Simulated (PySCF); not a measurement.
**Radial density of Se(2+) (selenium, charge +2)**

M06-L, [Ar] 3d10 4s2 4p2, high-spin 3P determinant. Calculation: PySCF 2.14, in jorge-DZP-DKH; the spin-free X2C one-electron Hamiltonian (Gaussian nucleus).

```
r (bohr)  4πr²ρ (e/bohr)  4πr²(ρα − ρβ)
0.000743          0.3340         0.0000
 0.00125          0.8089         0.0000
 0.00210           1.938         0.0000
 0.00354           4.518         0.0001
 0.00595           9.934         0.0003
  0.0100           19.77         0.0008
  0.0168           33.18         0.0026
  0.0283           42.01         0.0103
  0.0476           37.20         0.0372
  0.0801           36.43         0.0884
   0.135           49.58         0.0704
   0.227           32.71        -0.0108
   0.381           29.87         0.2161
   0.641           25.51         0.0329
    1.08           6.217         0.5285
    1.81           2.646         1.2189
    3.05          0.4355         0.2887
    5.13         0.01214         0.0113
```

Densities and radii are taken from the X2C orbitals without a picture-change correction, which distorts them close to the nucleus.

Question: Where is the radial spin density 4πr²(ρα − ρβ) most negative, and why is it negative at all?

Answer: Around r = 0.227 bohr, down to -0.0108 e/bohr: exchange with the open shell polarises the paired shells in an unrestricted calculation.
